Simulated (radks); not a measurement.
Results of a calculation; reference values are marked as such.
Initial-state core-level shifts of neutral palladium when its valence configuration changes from [Kr] 4d10. Code: a radial shooting solver on a logarithmic mesh with Libxc functionals. Model: scalar-relativistic Kohn-Sham, r2SCAN, spin-polarised, spherical densities, finite nucleus; open shells are filled with parallel spins first (spin-orbit coupling, left out, can overturn this in heavy ions); meta-GGA in the generalised Kohn-Sham scheme; Fermi nuclear charge, rms radius 4.5318 fm. Shifts are changes of the shell-averaged eigenvalues in eV (positive: less bound); the change of the density at the nucleus, which sets a Mossbauer isomer shift, is in e/bohr^3, on a base of 1.359e+05.

valence,2s,3s,3p,4s,density at nucleus
4d9 5s1,-3.715,-3.704,-3.705,-3.521,+17.98
4d8 5s2,-8.221,-8.164,-8.165,-7.637,+41.05
4d9 5p1,-5.556,-5.568,-5.569,-5.462,+1.44
4d6 5s2 5p2,-21.056,-20.779,-20.779,-18.974,+64.17
4d9.5 5p0.5,-2.866,-2.878,-2.878,-2.853,+0.52
4d8 5p2,-11.063,-11.042,-11.043,-10.603,+4.32
4d7 5p3,-16.894,-16.788,-16.789,-15.783,+8.47
4d8.5 5p1.5,-8.274,-8.276,-8.276,-8.031,+2.71
4d5 5s2 5p3,-27.739,-27.260,-27.259,-24.448,+76.73
